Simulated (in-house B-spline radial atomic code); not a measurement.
Orbital energies and mean radii along the 25-electron series, configuration [Ar] 3d7. The effective charge is n√(-2ε), a non-relativistic measure. Computed with an all-electron radial atomic-structure program (B-spline basis): non-relativistic Hartree-Fock, average of the configuration, point nuclei.

This level leaves out relativity, spin-orbit splitting included, which matters for heavy ions.

| ion | Z | energy of 2s (Eh) | mean radius of 2s (bohr) | energy of 3s (Eh) | mean radius of 3s (bohr) | energy of 3d (Eh) | mean radius of 3d (bohr) | effective charge of 2s |
| --- | --- | --- | --- | --- | --- | --- | --- | --- |
| In24+ | 49 | -180.86 | 0.13358 | -57.685 | 0.34615 | -46.566 | 0.30168 | 38.038 |
| Sn25+ | 50 | -190.38 | 0.1307 | -61.376 | 0.33747 | -49.927 | 0.29303 | 39.026 |
| Sb26+ | 51 | -200.16 | 0.12793 | -65.178 | 0.32922 | -53.4 | 0.28487 | 40.016 |
| Te27+ | 52 | -210.19 | 0.12529 | -69.092 | 0.32136 | -56.984 | 0.27716 | 41.006 |
| I28+ | 53 | -220.46 | 0.12274 | -73.118 | 0.31387 | -60.681 | 0.26986 | 41.996 |
| Xe29+ | 54 | -230.99 | 0.1203 | -77.255 | 0.30672 | -64.489 | 0.26295 | 42.988 |
| Cs30+ | 55 | -241.77 | 0.11796 | -81.504 | 0.29988 | -68.408 | 0.2564 | 43.979 |
| Ba31+ | 56 | -252.8 | 0.1157 | -85.865 | 0.29335 | -72.44 | 0.25016 | 44.971 |
| La32+ | 57 | -264.08 | 0.11352 | -90.337 | 0.2871 | -76.583 | 0.24423 | 45.964 |
| Ce33+ | 58 | -275.62 | 0.11143 | -94.92 | 0.2811 | -80.837 | 0.23858 | 46.957 |
| Pr34+ | 59 | -287.4 | 0.10941 | -99.615 | 0.27536 | -85.203 | 0.23319 | 47.95 |
| Nd35+ | 60 | -299.43 | 0.10746 | -104.42 | 0.26984 | -89.681 | 0.22804 | 48.944 |
| Pm36+ | 61 | -311.72 | 0.10559 | -109.34 | 0.26454 | -94.27 | 0.22311 | 49.937 |
| Sm37+ | 62 | -324.25 | 0.10377 | -114.37 | 0.25944 | -98.97 | 0.2184 | 50.932 |
| Eu38+ | 63 | -337.04 | 0.10202 | -119.51 | 0.25454 | -103.78 | 0.21389 | 51.926 |
| Gd39+ | 64 | -350.08 | 0.10032 | -124.76 | 0.24982 | -108.71 | 0.20956 | 52.921 |
| Tb40+ | 65 | -363.36 | 0.098678 | -130.12 | 0.24527 | -113.74 | 0.2054 | 53.916 |
| Dy41+ | 66 | -376.9 | 0.097089 | -135.6 | 0.24089 | -118.89 | 0.20141 | 54.911 |

Question: How does the screening of 2s change?

Answer: Z less the effective charge goes from 10.96 at Z = 49 to 11.09 at Z = 66.
